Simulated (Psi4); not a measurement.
HO₃S, doublet (typed; the unrestricted solution is spin-contaminated), at a GFN2-xTB geometry, with bond 5-4 at 3.0 times its length; HF/6-31G** (Psi4).

Here is a job for Psi4.
```
memory 2 GB

molecule {
0 2
  O    -0.35161916    1.37581007    0.16417676
  S    -0.15535022    0.00558506   -0.27045476
  O    -1.00118733   -1.03155471    0.25966493
  O     1.41212162   -0.39930609    0.09887398
  H     3.20900381    1.85174703    0.23890384
}

set basis 6-31g**
set reference uhf
set stability_analysis follow
set scf_type pk

energy('scf')
print_variables()
```

It wrote (shortened):

```
   => Loading Basis Set <=

    Name: 6-31G**
    Role: ORBITAL
    Keyword: BASIS

         ---------------------------------------------------------
                                   SCF
               by Justin Turney, Rob Parrish, Andy Simmonett
                          and Daniel G. A. Smith
                              UHF Reference
         ---------------------------------------------------------

  ==> Geometry <==

    Molecular point group: c1
    Full point group: C1

    Geometry (in Angstrom), charge = 0, multiplicity = 2:

       Center              X                  Y                   Z               Mass
    ------------   -----------------  -----------------  -----------------  -----------------
         O           -0.341935753986     1.361430073757     0.164737906865    15.994914619570
         S           -0.145666813986    -0.008794936243    -0.269893613135    31.972071174400
         O           -0.991503923986    -1.045934706243     0.260226076865    15.994914619570
         O            1.421805026014    -0.413686086243     0.099435126865    15.994914619570
         H            3.218687216014     1.837367033757     0.239464986865     1.007825032230

  Running in c1 symmetry.

  Rotational constants: A =      0.31053  B =      0.24736  C =      0.14741 [cm^-1]
  Rotational constants: A =   9309.57900  B =   7415.75875  C =   4419.25947 [MHz]
  Nuclear repulsion =  180.844904789224415

  Charge       = 0
  Multiplicity = 2
  Electrons    = 41
  Nalpha       = 21
  Nbeta        = 20

  ==> Algorithm <==

  SCF Algorithm Type is PK.
  DIIS enabled.
  MOM disabled.
  Fractional occupation disabled.
  Guess Type is SAD.
  Energy threshold   = 1.00e-06
  Density threshold  = 1.00e-06
  Integral threshold = 1.00e-12

  ==> Primary Basis <==

  Basis Set: 6-31G**
    Blend: 6-31G**
    Number of shells: 29
    Number of basis functions: 69
    Number of Cartesian functions: 69
    Spherical Harmonics?: false
    Max angular momentum: 2

  ==> Integral Setup <==

  Using in-core PK algorithm.
   Calculation information:
      Number of atoms:                   5
      Number of AO shells:              29
      Number of primitives:             77
      Number of atomic orbitals:        69
      Number of basis functions:        69

      Integral cutoff                 1.00e-12
      Number of threads:                 1

  Performing in-core PK
  Using 5834640 doubles for integral storage.
  We computed 83219 shell quartets total.
  Whereas there are 94830 unique shell quartets.

  ==> DiskJK: Disk-Based J/K Matrices <==

    J tasked:                  Yes
    K tasked:                  Yes
    wK tasked:                  No
    Schwarz Cutoff:          1E-12

  Minimum eigenvalue in the overlap matrix is 8.4479212791E-03.
  Reciprocal condition number of the overlap matrix is 1.5100278990E-03.
    Using symmetric orthogonalization.

  ==> Pre-Iterations <==

  SCF Guess: Superposition of Atomic Densities via on-the-fly atomic UHF (no occupation information).

   -------------------------
    Irrep   Nso     Nmo
   -------------------------
     A         69      69
   -------------------------
    Total      69      69
   -------------------------

  ==> Iterations <==

                        Total Energy        Delta E     RMS |[F,P]|

   @UHF iter SAD:  -621.72343043565240   -6.21723e+02   0.00000e+00
   @UHF iter   1:  -621.95088298871826   -2.27453e-01   1.07926e-02 ADIIS/DIIS
   @UHF iter   2:  -621.46773357605423    4.83149e-01   1.59144e-02 ADIIS/DIIS
   @UHF iter   3:  -622.14546397068523   -6.77730e-01   5.13282e-03 ADIIS/DIIS
   @UHF iter   4:  -622.22648644703258   -8.10225e-02   1.02462e-03 ADIIS/DIIS
   @UHF iter   5:  -622.23411146923718   -7.62502e-03   1.26708e-03 ADIIS/DIIS
   @UHF iter   6:  -622.24068176481887   -6.57030e-03   1.20339e-03 ADIIS/DIIS
   @UHF iter   7:  -622.23770125746785    2.98051e-03   1.15911e-03 ADIIS/DIIS
   @UHF iter   8:  -622.23616268204989    1.53858e-03   7.41648e-04 ADIIS/DIIS
   @UHF iter   9:  -622.23834415679448   -2.18147e-03   1.64199e-04 ADIIS/DIIS
   @UHF iter  10:  -622.23872783722243   -3.83680e-04   1.50979e-04 ADIIS/DIIS
   @UHF iter  11:  -622.23928046914295   -5.52632e-04   1.67007e-04 ADIIS/DIIS
   @UHF iter  12:  -622.23975249551086   -4.72026e-04   1.58922e-04 ADIIS/DIIS
   @UHF iter  13:  -622.23860191291737    1.15058e-03   1.70616e-04 ADIIS/DIIS
   @UHF iter  14:  -622.23762456273460    9.77350e-04   1.53168e-04 ADIIS/DIIS
   @UHF iter  15:  -622.23745305929015    1.71503e-04   2.04649e-04 ADIIS/DIIS
   @UHF iter  16:  -622.23670020134875    7.52858e-04   2.84821e-04 ADIIS/DIIS
   @UHF iter  17:  -622.23702677744052   -3.26576e-04   8.85902e-05 DIIS
   @UHF iter  18:  -622.23712011498526   -9.33375e-05   4.48581e-05 DIIS
   @UHF iter  19:  -622.23717859746330   -5.84825e-05   1.00232e-04 ADIIS/DIIS
   @UHF iter  20:  -622.23722021369406   -4.16162e-05   8.84057e-05 DIIS
   @UHF iter  21:  -622.23724092379371   -2.07101e-05   9.09324e-05 DIIS
   @UHF iter  22:  -622.23724414196545   -3.21817e-06   4.88309e-05 DIIS
   @UHF iter  23:  -622.23721371542831    3.04265e-05   9.64030e-05 DIIS
   @UHF iter  24:  -622.23726868444089   -5.49690e-05   3.77832e-05 DIIS
   @UHF iter  25:  -622.23735346265096   -8.47782e-05   3.09399e-05 DIIS
   @UHF iter  26:  -622.23743422712255   -8.07645e-05   2.60767e-05 DIIS
   @UHF iter  27:  -622.23749304598471   -5.88189e-05   2.66519e-05 DIIS
   @UHF iter  28:  -622.23750699935908   -1.39534e-05   1.63608e-05 DIIS
   @UHF iter  29:  -622.23752166303609   -1.46637e-05   1.09631e-05 DIIS
   @UHF iter  30:  -622.23752859801743   -6.93498e-06   8.79265e-06 DIIS
   @UHF iter  31:  -622.23753382681116   -5.22879e-06   7.90417e-06 DIIS
   @UHF iter  32:  -622.23753716260376   -3.33579e-06   7.45990e-06 DIIS
   @UHF iter  33:  -622.23753817874774   -1.01614e-06   8.65118e-06 DIIS
   @UHF iter  34:  -622.23753794923107    2.29517e-07   8.92308e-06 DIIS
   @UHF iter  35:  -622.23753819584385   -2.46613e-07   8.60782e-06 DIIS
   @UHF iter  36:  -622.23753972623172   -1.53039e-06   4.55315e-06 DIIS
   @UHF iter  37:  -622.23754045672388   -7.30492e-07   4.53676e-06 DIIS
   @UHF iter  38:  -622.23754035189177    1.04832e-07   4.49268e-06 DIIS
   @UHF iter  39:  -622.23754035049535    1.39642e-09   4.35572e-06 DIIS
   @UHF iter  40:  -622.23754039082633   -4.03310e-08   4.29604e-06 DIIS
   @UHF iter  41:  -622.23754013004793    2.60778e-07   3.71310e-06 DIIS
   @UHF iter  42:  -622.23753989111742    2.38931e-07   2.64777e-06 DIIS
   @UHF iter  43:  -622.23753969160384    1.99514e-07   1.88892e-06 DIIS
   @UHF iter  44:  -622.23753962233241    6.92714e-08   1.95902e-06 DIIS
   @UHF iter  45:  -622.23753962343824   -1.10583e-09   1.97731e-06 DIIS
   @UHF iter  46:  -622.23753962759804   -4.15980e-09   2.00891e-06 DIIS
   @UHF iter  47:  -622.23753960593399    2.16641e-08   1.78057e-06 DIIS
   @UHF iter  48:  -622.23753963455601   -2.86220e-08   1.37285e-06 DIIS
   @UHF iter  49:  -622.23753967887706   -4.43210e-08   8.59607e-07 DIIS
  Energy and wave function converged.

    Negative totally symmetric eigenvalue detected: -0.344105
    Wavefunction unstable!
    Lowest UHF->UHF stability eigenvalues:
       A -0.344105

    Rotating orbitals by 0.5 * pi / 2 radians along unstable eigenvector.
    Running SCF again with the rotated orbitals.
   @UHF iter  50:  -622.21424119737719   -6.22214e+02   5.73671e-03 ADIIS/DIIS
   @UHF iter  51:  -622.39970077292764   -1.85460e-01   2.71364e-03 ADIIS/DIIS
   @UHF iter  52:  -622.41969575261146   -1.99950e-02   9.66903e-04 ADIIS/DIIS
   @UHF iter  53:  -622.42258812142450   -2.89237e-03   2.61724e-04 ADIIS/DIIS
   @UHF iter  54:  -622.42286561853439   -2.77497e-04   1.39258e-04 ADIIS/DIIS
   @UHF iter  55:  -622.42298646133600   -1.20843e-04   8.30571e-05 DIIS
   @UHF iter  56:  -622.42307790199345   -9.14407e-05   6.59652e-05 DIIS
   @UHF iter  57:  -622.42318342796841   -1.05526e-04   4.99606e-05 DIIS
   @UHF iter  58:  -622.42323632249838   -5.28945e-05   4.59211e-05 DIIS
   @UHF iter  59:  -622.42329957585537   -6.32534e-05   4.22386e-05 DIIS
   @UHF iter  60:  -622.42340749600442   -1.07920e-04   3.87787e-05 DIIS
   @UHF iter  61:  -622.42351667091259   -1.09175e-04   3.60048e-05 DIIS
   @UHF iter  62:  -622.42366807249277   -1.51402e-04   3.21270e-05 DIIS
   @UHF iter  63:  -622.42381164339372   -1.43571e-04   2.86691e-05 DIIS
   @UHF iter  64:  -622.42391679919319   -1.05156e-04   2.38180e-05 DIIS
   @UHF iter  65:  -622.42404736460071   -1.30565e-04   3.01079e-05 DIIS
   @UHF iter  66:  -622.42408415058412   -3.67860e-05   1.93485e-05 DIIS
   @UHF iter  67:  -622.42411996920271   -3.58186e-05   2.09343e-05 DIIS
   @UHF iter  68:  -622.42413089731951   -1.09281e-05   1.15462e-05 DIIS
   @UHF iter  69:  -622.42413752417860   -6.62686e-06   8.13933e-06 DIIS
   @UHF iter  70:  -622.42413824939081   -7.25212e-07   5.66239e-06 DIIS
   @UHF iter  71:  -622.42413865749677   -4.08106e-07   1.25696e-06 DIIS
   @UHF iter  72:  -622.42413870504697   -4.75502e-08   3.21224e-06 DIIS
   @UHF iter  73:  -622.42413874367469   -3.86277e-08   4.69316e-07 DIIS
    Wavefunction stable under totally symmetric rotations.
    Lowest totally symmetric eigenvalue: 0.009011
    Lowest UHF->UHF stability eigenvalues:
       A 0.009011

    Stability analysis over.

  ==> Post-Iterations <==

   @Spin Contamination Metric:   1.039487502E+00
   @S^2 Expected:                7.500000000E-01
   @S^2 Observed:                1.789487502E+00
   @S   Expected:                5.000000000E-01
   @S   Observed:                5.000000000E-01

    Orbital Energies [Eh]
    ---------------------

    Alpha Occupied:

[...]
    Alpha Virtual:

[...]
    Beta Occupied:

[...]
    Beta Virtual:

[...]
      69A      4.314760

    Final Occupation by Irrep:
              A
    DOCC [    20 ]
    SOCC [     1 ]
    NA   [    21 ]
    NB   [    20 ]

  @UHF Final Energy:  -622.42413874367469

   => Energetics <=

    Nuclear Repulsion Energy =            180.8449047892244153
    One-Electron Energy =               -1217.1261971993212683
    Two-Electron Energy =                 413.8571536664219934
    Total Energy =                       -622.4241387436748028

  UHF NO Occupations:
  HONO-2 :   19  A 1.9913785
  HONO-1 :   20  A 1.0680268
  HONO-0 :   21  A 1.0000000
  LUNO+0 :   22  A 0.9319732
  LUNO+1 :   23  A 0.0086215
  LUNO+2 :   24  A 0.0075505
  LUNO+3 :   25  A 0.0033138

Computation Completed

Properties will be evaluated at   0.000000,   0.000000,   0.000000 [a0]

Properties computed using the SCF density matrix

 Multipole Moments:

 ------------------------------------------------------------------------------------
     Multipole            Electronic (a.u.)      Nuclear  (a.u.)        Total (a.u.)
 ------------------------------------------------------------------------------------

 L = 1.  Multiply by 2.5417464519 to convert [e a0] to [Debye]
 Dipole X            :         -2.5940427            3.0140016            0.4199589
 Dipole Y            :         -1.8665545            1.7217716           -0.1447829
 Dipole Z            :         -0.8824587            0.2198886           -0.6625701
 Magnitude           :                                                    0.7977009

 ------------------------------------------------------------------------------------

  Variable Map:
  ----------------------------------------------------------------------------
[...]
  Array Variable Map:
  ----------------------------------------------------------------------------
[...]
[...]
```
